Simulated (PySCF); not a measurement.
**Nuclear quadrupole coupling in `C=N[SiH2][Si@@H](C=O)OC`**

Species: C₃H₉NO₂Si₂.
Z-matrix (Å and degrees, GFN2-xTB geometry), rows numbered from 1:
```
C 
N   1  1.2496
Si  2  1.7215  1  136.23
Si  3  2.3141  2  103.17  1  -112.61
C   4  1.9047  3  112.24  2  -161.97
O   5  1.2060  4  122.86  3   -59.34
O   4  1.6248  3  113.20  2   -50.52
C   7  1.3982  4  128.10  3    54.42
H   1  1.0877  2  119.46  3   176.89
H   1  1.0924  2  124.71  3    -3.47
H   3  1.4680  2   99.78  1   128.50
H   3  1.4714  2  116.97  1    12.00
H   4  1.4761  3  114.07  2    76.33
H   5  1.1110  4  118.00  3   119.88
H   8  1.0924  7  110.19  4    77.93
H   8  1.0917  7  110.67  4   -42.45
H   8  1.0902  7  108.11  4  -162.73
```

Field gradients from the PBE0/pcSseg-1 density (PySCF, non-relativistic), principal values in atomic units, ordered |Vxx| ≤ |Vyy| ≤ |Vzz|:

| atom | Vxx | Vyy | Vzz |
| --- | --- | --- | --- |
| N2 | 0.1267 | 0.9193 | -1.0460 |
| O6 | 0.3678 | 1.8350 | -2.2028 |
| O7 | -0.4853 | -1.2044 | 1.6897 |

Q: Find the asymmetry η = (Vxx − Vyy)/Vzz and the couplings χ = eQV/h (234.96 MHz × Q in barn × V in au), with Q(14N) = 0.02044 b, Q(17O) = −0.0256 b.

A: 
```csv
atom,environment,nucleus,η,χzz (MHz),χxx (MHz),χyy (MHz)
N2,C=N nitrogen,14N,0.76,-5.02,0.61,4.42
O6,carbonyl oxygen,17O,0.67,13.25,-2.21,-11.04
O7,silyl ether oxygen,17O,0.43,-10.16,2.92,7.24
```

The tensor is traceless: Vxx + Vyy + Vzz = 0.

Q: What is Vzz at O6 in SI units (1 au = 9.71736 × 10²¹ V/m²)?

A: -2.2028 au = -21.405 × 10²¹ V/m².

Q: And the gradient at the other heavy atoms, for which no coupling is worked out here?

A: 
```csv
atom,environment,Vzz (au),η
C1,C=N carbon,0.454,0.10
Si3,SiH2 silicon,0.334,0.27
Si4,oxygen-bound silicon,0.402,0.26
C5,carbonyl carbon,0.599,0.15
C8,methoxy carbon,0.441,0.10
```

Were the hydrogens deuterons (Q(2H) = 0.00286 b), χzz would run from 102 kHz (H13) to 207 kHz (H9).

Geometry: GFN2-xTB, one conformer, isolated molecule. GFN2-xTB bond lengths can be off by several hundredths of an ångström, more for odd bonds, and the gradients follow them. These gradients aren't converged with respect to the basis.
